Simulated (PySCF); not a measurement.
Be(SeH)(GeH3) (BeGeH4Se), SMILES [GeH3][Be][SeH]. Heavy atoms are numbered as in [Be:1]([SeH:2])[GeH3:4]. Hydrogens are named by the atom that carries them.

Geometry: B3LYP-D3(BJ)/def2-SVP. The structure was generated by enumeration; whether it is a known compound was not checked. The values are those of a single conformer.

All values below come from PBE/def2-TZVPD run with PySCF.

Mulliken values depend strongly on the basis, most of all with diffuse functions as here. ESP charges are fitted to the potential on shells at 1.4 to 2.0 van der Waals radii. Atomic charges (e), one atom of each kind:

```
atom        Mulliken  meta-Löwdin  ESP fit
----------  --------  -----------  -------
Be1            -0.02         1.04     0.31
Se2 (SeH)      -0.16          ___    -0.25
H on Se2        0.16          ___     0.11
Ge4 (GeH3)     -0.14        -0.40    -0.15
H on Ge4        0.05          ___    -0.01
```

Question: Some entries are withheld; supply them. (Estimate from the structure and the level; the computed values follow.)

Answer: 
- Se2 (SeH), meta-Löwdin: -0.66
- H on Se2, meta-Löwdin: 0.08
- H on Ge4, meta-Löwdin: -0.03
